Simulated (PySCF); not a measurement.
**Spinor energies of Ho³⁺ (holmium, charge +3)**

Start: [Xe] 4f9 6s1; 4f5/2 filled at m_j = +3/2, +5/2; 4f7/2 filled at m_j = -5/2, -3/2, -1/2, +1/2, +3/2, +5/2, +7/2; 6s1/2 filled at m_j = +1/2. Calculated with PySCF 2.14 in x2c-SVPall-2c with one added diffuse shell each of s, p, d, f type (8s11p10d4f1g, 128 functions): generalised Hartree-Fock with the X2C-1e Hamiltonian and a Gaussian nucleus; spin-orbit coupling (SO) screened by Boettger's factors. This is a chosen level, not necessarily the ground level.

| spinor shell | electrons | ε, screened SO (eV) | weight of nominal j (screened SO) | rms radius, screened SO (bohr) |
| --- | --- | --- | --- | --- |
| 1s1/2 | 2 | -55931.0 | 1.000 | 0.0236 |
| 2s1/2 | 2 | -9520.5 | 1.000 | 0.0953 |
| 2p1/2 | 2 | -9046.2 | 1.000 | 0.0814 |
| 3s1/2 | 2 | -2218.4 | 1.000 | 0.245 |
| 3p1/2 | 2 | -2010.9 | 1.000 | 0.236 |
| 3p3/2 | 4 | -1826.3 | 1.000 | 0.250 |
| 3d3/2 | 4 | -1474.4 | 0.998 | 0.223 |
| 3d5/2 | 6 | -1433.2 | 0.998 | 0.226 |
| 4s1/2 | 2 | -502.14 | 1.000 | 0.550 |
| 4p1/2 | 2 | -419.20 | 0.987 | 0.564 |
| 4p3/2 | 4 | -374.80 | 0.994 | 0.594 |
| 4d3/2 | 4 | -239.70 | 0.809 | 0.634 |
| 4d5/2 | 6 | -223.71 | 0.873 | 0.642 |
| 5s1/2 | 2 | -100.34 | 1.000 | 1.34 |
| 5p1/2 | 2 | -73.617 | 0.963 | 1.45 |
| 5p3/2 | 4 | -66.594 | 0.981 | 1.54 |
| 4f7/2 | 7 | -62.986 | 0.488 | 0.804 |
| 4f5/2 | 2 | -57.212 | 0.697 | 0.827 |
| 6s1/2 | 1 | -27.972 | 1.000 | 3.47 |

(1) Where does 2p3/2 lie, and what is the 2p spin-orbit splitting (screened SO)?

```csv
quantity,screened SO
E (hartree),-12614.87375
M_J,8
⟨J²⟩,72.019
⟨L²⟩,30.751
⟨S²⟩,11.758
```

Each row is a mean over spinors that exchange with the open shell spreads, by up to 17.229 eV (4d5/2).

Rows whose weight is well below 1 are mixtures of j = l ± 1/2: exchange outweighs spin-orbit coupling there, and the label is only the starting occupation.

Breit and QED terms are absent; they matter most for the inner s and p1/2 levels.

Densities and radii are taken from the X2C orbitals without a picture-change correction, which distorts them close to the nucleus.

Results:

(1) At -8183.9 eV, 862.36 eV above 2p1/2.
